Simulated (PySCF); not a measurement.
Isomers of C5H4F3N3, mass 163.036 u with the commonest isotopes. Level of theory: PBE0/pcSseg-1 in PySCF (dipole) on a GFN2-xTB geometry, gas phase. One conformer each, none proved a minimum here; rigid rotors.

Problem. Order these by dipole moment, largest first.
A. `Cc1nnncc1C(F)(F)F`
B. `[CH2:1]=[CH:2][n:3]1[n:4][cH:5][c:6]([C:7]([F:8])([F:9])[F:10])[n:11]1` with C1–C2–N3–N4 180°
C. `CC1=NN=C(C(F)(F)F)N=C1`
D. `Cc1nncc(C(F)(F)F)n1`

Solution. C (5.18 D), A (3.02 D), B (2.62 D), D (0.89 D).

Problem. Order these by rotational constant C, smallest first.
A. `Cc1cnc(C(F)(F)F)nn1`
B. `Cc1nnncc1C(F)(F)F`
C. `CC1=NN=CC(C(F)(F)F)=N1`
D. `[CH2:1]=[CH:2][n:3]1[n:4][cH:5][c:6]([C:7]([F:8])([F:9])[F:10])[n:11]1` with C1–C2–N3–N4 180°

Solution. D (592.5 MHz), A (609.4 MHz), C (641.9 MHz), B (718.0 MHz).

Problem. Order these by rotational constant A, smallest first.
A. `n1c(nnc(c1)C)C(F)(F)F`
B. `C(F)(F)(F)c1nc(nnc1)C`
C. `Cc1nnncc1C(F)(F)F`
D. `[CH2:1]=[CH:2][n:3]1[n:4][cH:5][c:6]([C:7]([F:8])([F:9])[F:10])[n:11]1` with C1–C2–N3–N4 180°

Solution. C (1956 MHz), B (2201 MHz), D (2485 MHz), A (2959 MHz).

```tsv
SMILES	point group	Ia (u·Å²)	Ib (u·Å²)	Ic (u·Å²)	κ	μa (D)	μb (D)	μc (D)
C=Cn1ncc(C(F)(F)F)n1	Cs	203.36	737.48	852.99	-0.90	2.54	0.65	0.00
Cc1nnncc1C(F)(F)F	Cs	258.37	536.61	703.82	-0.64	2.88	0.91	0.00
Cc1cnc(C(F)(F)F)nn1	C1	170.82	749.63	829.33	-0.94	4.64	2.32	0.07
Cc1nncc(C(F)(F)F)n1	C1	229.61	648.83	787.29	-0.82	0.45	0.75	0.17
```
